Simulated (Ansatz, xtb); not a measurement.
## CHBBrCl: where a starting geometry ends

The starting geometry of this gas-phase triplet was built from a drawn formula by distance geometry and a force field; its bonds are those of `[B][C@H](Cl)Br`.

```xyz
5

C    -2.9905    0.6794    3.8288
B    -4.5268    0.4472    4.2213
Br   -2.5675    2.5312    4.0453
Cl   -1.9561   -0.3052    4.8720
H    -2.8504    0.3722    2.7774
```

Problem. Predict what it relaxes into with r2SCAN-D4/def2-SVP.

Solution. It rearranges, giving a structure given below by its coordinates. Contacts that open: C1–Br3 (1.91 → 3.00 Å). Contacts that close: B2–Br3 (2.87 → 1.90 Å).

The energy falls by 3.00 eV over 14 steps:

| step | E − E(last) (eV) |
| --- | --- |
| 1 | 3.000 |
| 2 | 2.824 |
| 4 | 2.389 |
| 5 | 2.257 |
| 7 | 0.899 |
| 8 | 0.581 |
| 10 | 0.123 |
| 11 | 0.010 |
| 13 | 0.000 |
| 14 | 0.000 |

Final geometry (Å):

```yaml
atoms:
  - { symbol: C, position_ang: [-2.7458, 0.2615, 3.8706] }
  - { symbol: B, position_ang: [-3.4087, 1.3901, 4.6293] }
  - { symbol: Br, position_ang: [-3.9550, 3.0033, 3.7925] }
  - { symbol: Cl, position_ang: [-2.2656, -1.1801, 4.6560] }
  - { symbol: H, position_ang: [-2.5162, 0.2501, 2.7964] }
```

From the same start GFN2-xTB reaches the same bonding as this run.

No frequencies were run, so the end isn't proven a minimum. Open shells are spin-unrestricted. The triplet needn't be the ground state. Run with Ansatz 0.2.0, 3 min on 1 thread of Arm Neoverse V1, with other jobs on the host.
